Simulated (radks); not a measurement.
Species: Tb2.5+. Configuration: [Kr] 4d10 4f(up 4.5, down 4.5) 5p6 5s(up 1, down 0.5) (fractional occupations, a model configuration). Method: scalar-relativistic Kohn-Sham, r2SCAN, spin-polarised, spherical densities, finite nucleus; meta-GGA in the generalised Kohn-Sham scheme; Fermi nuclear charge, rms radius 5.06 fm; computed with a radial shooting solver on a logarithmic mesh with Libxc functionals.

Normalised radial functions P(r) = r R(r), r in bohr:

| r | 5s down | 4f up |
|---|---|---|
| 0.003105 | 0.1022 | 0.0000 |
| 0.003558 | 0.1113 | 0.0000 |
| 0.004109 | 0.1211 | 0.0000 |
| 0.004707 | 0.1302 | 0.0000 |
| 0.005437 | 0.1393 | 0.0000 |
| 0.006229 | 0.1471 | 0.0000 |
| 0.007136 | 0.1536 | 0.0000 |
| 0.008241 | 0.1583 | 0.0000 |
| 0.009442 | 0.1599 | 0.0000 |
| 0.0109 | 0.1578 | 0.0000 |
| 0.01249 | 0.1510 | 0.0001 |
| 0.01431 | 0.1387 | 0.0001 |
| 0.01653 | 0.1186 | 0.0002 |
| 0.01894 | 0.0922 | 0.0003 |
| 0.02187 | 0.0559 | 0.0006 |
| 0.02506 | 0.0139 | 0.0009 |
| 0.02871 | -0.0346 | 0.0015 |
| 0.03315 | -0.0905 | 0.0025 |
| 0.03798 | -0.1441 | 0.0040 |
| 0.04387 | -0.1960 | 0.0066 |
| 0.05026 | -0.2337 | 0.0103 |
| 0.05758 | -0.2529 | 0.0159 |
| 0.0665 | -0.2452 | 0.0249 |
| 0.07618 | -0.2056 | 0.0375 |
| 0.08728 | -0.1325 | 0.0556 |
| 0.1008 | -0.0226 | 0.0828 |
| 0.1155 | 0.1006 | 0.1185 |
| 0.1334 | 0.2301 | 0.1693 |
| 0.1528 | 0.3256 | 0.2318 |
| 0.1751 | 0.3682 | 0.3097 |
| 0.2022 | 0.3324 | 0.4090 |
| 0.2316 | 0.2147 | 0.5167 |
| 0.2675 | 0.0161 | 0.6408 |
| 0.3065 | -0.2047 | 0.7605 |
| 0.3511 | -0.4051 | 0.8737 |
| 0.4055 | -0.5323 | 0.9758 |
| 0.4646 | -0.5262 | 1.0441 |
| 0.5365 | -0.3689 | 1.0774 |
| 0.6147 | -0.1003 | 1.0685 |
| 0.7043 | 0.2319 | 1.0237 |
| 0.8133 | 0.5794 | 0.9447 |
| 0.9318 | 0.8404 | 0.8491 |
| 1.076 | 0.9989 | 0.7355 |
| 1.233 | 1.0230 | 0.6247 |
| 1.413 | 0.9396 | 0.5164 |
| 1.631 | 0.7712 | 0.4088 |
| 1.869 | 0.5797 | 0.3169 |
| 2.158 | 0.3846 | 0.2326 |
| 2.473 | 0.2337 | 0.1664 |
| 2.833 | 0.1259 | 0.1135 |
| 3.272 | 0.0566 | 0.0712 |
| 3.749 | 0.0229 | 0.0427 |
| 4.329 | 0.0073 | 0.0228 |
| 4.96 | 0.0021 | 0.0114 |

5s down: eigenvalue -69.252 eV, 4 radial nodes at r = 0.0261, 0.103, 0.270, 0.641 bohr, <r> = 1.32 bohr, 90 % of the charge inside 1.91 bohr. 4f up: eigenvalue -23.810 eV, 0 radial nodes, <r> = 0.872 bohr, 90 % of the charge inside 1.52 bohr.
